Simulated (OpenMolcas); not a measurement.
**Ir3+: moving or changing the point charges**

Ir3+ among 5 point charges of -2 e arranged as a trigonal bipyramid (D3h), 2.22 Å from the ion, with the axial distance 2.198 Å.

```json
{
 "Program": "OpenMolcas 26.06",
 "Method": "CASSCF",
 "Basis": "ANO-RCC-VDZP [7s6p4d2f]",
 "Scalar Hamiltonian": "DKH2, point nucleus",
 "Active space": "6 electrons in 5 orbitals (5d)",
 "State averaging": "2S+1 = 5 even, 5 roots; 2S+1 = 3 even, 45 roots; 2S+1 = 1 even, 50 roots",
 "Spin-orbit coupling": "state interaction with AMFI integrals over the reference wave functions"
}
```

Runs around this geometry, states (labels of D3, the rotations of D3h). Energies in cm-1 above the lowest state or level, χT in cm3 K/mol.

| R (Å) | q (e) | Axial / equatorial distance | Ground state | First state of that spin | First gap with spin-orbit (degeneracies) | χT at 300 K | First state of another spin |
| --- | --- | --- | --- | --- | --- | --- | --- |
| 2.22 | -2 | 0.91 | 5E | 5E 2675 | 2097 (2, 1) | 4.299 | 3A2 11234 |
| 2.22 | -1.3 | 0.99 | 5E | 5E 49.2 | 562.3 (2, 1) | 4.847 | 3A2 14260 |
| 2.08 | -2 | 0.99 | 5E | 5E 308.3 | 1375 (2, 1) | 4.361 | 3A2 10128 |
| 2.22 | -2 | 0.99 | 5E | 5E 420.3 | 1043 (2, 1) | 4.550 | 3A2 12381 |
| 2.41 | -2 | 0.99 | 5E | 5E 531.5 | 792.6 (2, 1) | 4.720 | 3A2 14437 |

An orbital doublet at a regular site is open to a Jahn-Teller distortion, which this geometry leaves out. Without dynamic correlation the repulsion within the d shell is too large (B by tens of per cent), so at a given field states of lower spin stand too high. This shell can be high or low spin here, a state of another spin lies low, and with metal d orbitals alone active their balance is uncertain, so the ground spin may be wrong. Point charges give a weaker field than real ligands, and real ions of this kind are as a rule low spin; the high spin found here belongs to the model. Point charges carry no covalency, so the field is a model and not that of real ligands. A group larger than the point group allows holds several states that coincide in this model. No measured value stands beside these numbers.
